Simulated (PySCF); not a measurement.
Ar⁺ (argon, charge +1) across methods

[Ne] 3s2 3p4 3d1, one real determinant (an excited configuration). Computed with PySCF 2.14 in aug-cc-pV(T+d)Z, with no relativity, point nucleus.

```csv
method,E (hartree),mean ε 3p α (eV),mean ε 3p β (eV),mean ε 3d α (eV),Σ⟨r²⟩ (bohr²),⟨S²⟩
M06-2X,-526.3261,-29.063,-26.558,-8.533,22.66,3.755
PBE,-526.1563,-25.259,-23.096,-6.490,22.55,3.755
PBE0,-526.1965,-27.341,-24.872,-7.662,22.45,3.756
UHF,-525.68715,-32.746,-29.122,-10.787,22.45,3.765
r2SCAN,-526.3192,-26.001,-23.524,-6.660,22.47,3.758
wB97X,-526.3429,-29.800,-27.390,-9.719,22.33,3.755
LDA,-524.7315,-25.318,-23.073,-6.399,22.68,3.752
r2SCAN0,-526.3206,-27.841,-25.159,-7.794,22.41,3.759
HSE06,-526.2162,-26.916,-24.470,-7.259,22.47,3.756
```

⟨L²⟩ = 8.02 against 12 for a pure F term, so this real determinant mixes terms. The outer electron is Rydberg-like, and this basis confines it to a smaller radius and binds it less than a complete one would.
